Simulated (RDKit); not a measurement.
Input file for RDKit: UFF on C3H6O2 (a complex), monomers drawn apart or pushed together.

```python
from rdkit import Chem
from rdkit.Chem import AllChem, rdDetermineBonds

blocks = [
'''3

O     0.37156839    0.92968938    0.38385986
C    -0.01396512   -0.13057827    0.11522625
O    -0.39888459   -1.18956670   -0.15788720
''',
'''8

C    -0.21077025   -0.56457721    4.87015404
C     0.23676619    0.80126308    5.38257683
H    -0.44860618   -1.24193160    5.69266073
H     0.56945200   -1.04219494    4.27331570
H    -1.10536639   -0.48447065    4.24858089
H    -0.54359825    1.27318828    5.98278553
H     0.47418610    1.47509329    4.55783330
H     1.12734290    0.71604590    6.00829893
''',
]
mol = None
for b in blocks:
    f = Chem.MolFromXYZBlock(b)
    rdDetermineBonds.DetermineBonds(f, charge=0)
    mol = f if mol is None else Chem.CombineMols(mol, f)
Chem.SanitizeMol(mol)
print(Chem.MolToSmiles(Chem.RemoveHs(mol)))
ff = AllChem.UFFGetMoleculeForceField(mol, vdwThresh=100.0, ignoreInterfragInteractions=False)
e = ff.CalcEnergy()
print(f'UFF energy {e:.6f} kcal/mol')
```

The log:

```
CC.O=C=O
UFF energy 10.321417 kcal/mol
```

The run finished.

Cost: around 0.03 core-seconds (rough).
